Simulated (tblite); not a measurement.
Species: C8H6.
Atom-mapped SMILES: `[CH:1]#[C:2][CH:3]=[C:4]1[CH:5]=[CH:6][CH:7]=[CH:8]1` (hydrogens: H9 on C1; H10 on C3; H11 on C5; H12 on C6; H13 on C7; H14 on C8)

Structure optimised with GFN2-xTB, isolated species.

Task: What internal coordinates does the optimisation give?

Result: 
```csv
bond,length (bohr)
C1≡C2,2.274
C2–C3,2.645
C3=C4,2.551
C4–C5,2.754
C5=C6,2.543
C6–C7,2.751
C7=C8,2.543
C4–C8,2.752
C1–H9,1.982
C3–H10,2.048
C5–H11,2.028
C6–H12,2.032
C7–H13,2.032
C8–H14,2.030
```

A selection of angles:
```csv
angle,degrees
C2–C1–H9,179.8
C1–C2–C3,179.3
C2–C3–C4,123.7
C2–C3–H10,116.0
C4–C3–H10,120.3
C3–C4–C5,127.6
C3–C4–C8,126.2
C5–C4–C8,106.2
C4–C5–C6,107.9
C4–C5–H11,123.9
C6–C5–H11,128.2
C5–C6–C7,109.0
C5–C6–H12,127.1
C7–C6–H12,123.9
C6–C7–C8,108.9
C6–C7–H13,124.0
C8–C7–H13,127.1
C7–C8–H14,128.0
C4–C8–C7,108.0
C4–C8–H14,124.1
```

Torsions: C2–C3–C4–C5 0° (synperiplanar); C3–C4–C5–C6 180° (antiperiplanar); C4–C5–C6–C7 0° (synperiplanar); C5–C6–C7–C8 0° (synperiplanar); C6–C7–C8–C4 0° (synperiplanar); C3–C4–C8–C7 180° (antiperiplanar).

The 5-membered ring C4–C5–C6–C7–C8 has internal angles of 106.2° to 109.0°; it is planar, 0.00 Å rms from its mean plane, widest ring torsion 0°. The 8 heavy atoms lie in one plane (0.001 Å rms). The C–C distances run from 1.204 Å (C1≡C2, drawn triple) to 1.457 Å (C4–C5, drawn single), a spread of 0.253 Å. Of the pairs four or more bonds apart, C2···H11 is among the closest relative to their van der Waals radii: 2.86 Å, 99 % of the sum of Bondi's values.

Point group: Cs (every atom within 0.08 Å of its image). Its GFN2-xTB frequencies are all real (lowest 102 cm⁻¹).

These are computed values.
